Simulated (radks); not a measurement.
Charge is removed step by step from the 3d (averaged over the sub-levels emptied) level of the vanadium ion V2+, starting from [Ar] 3d3. Calculated with a radial shooting solver on a logarithmic mesh with Libxc functionals: Dirac Kohn-Sham, LDA (Slater exchange, Perdew-Wang correlation), spin-unpolarised, spherical densities, point nucleus; open shells are shared between the two j in proportion to 2j + 1.

| removed (e) | E - E(0) (eV) | eigenvalue (eV) | E minus straight line (eV) |
|---|---|---|---|
| 0 | 0.000 | -21.587 | 0.000 |
| 0.125 | 2.810 | -23.378 | -0.835 |
| 0.25 | 5.847 | -25.219 | -1.444 |
| 0.375 | 9.117 | -27.107 | -1.819 |
| 0.5 | 12.625 | -29.042 | -1.956 |
| 0.625 | 16.379 | -31.022 | -1.847 |
| 0.75 | 20.383 | -33.045 | -1.489 |
| 0.875 | 24.642 | -35.110 | -0.875 |
| 1 | 29.162 | -37.217 | 0.000 |

Removing the whole electron costs 29.162 eV by Delta-SCF, against 21.587 eV from minus the eigenvalue at the starting occupation. Slater's transition state (half an electron removed) gives 29.042 eV. Integrating minus the eigenvalue over the occupation (Janak's theorem) gives 29.162 eV. The mean slope of the eigenvalue, de/dn, is 15.6 eV per electron. Ionisation energy of V2+ in the NIST Atomic Spectra Database: 29.311 eV (measured).

Beside tabulated values, note that spin-unpolarised runs miss the spin-polarisation part of the exchange energy of open shells.
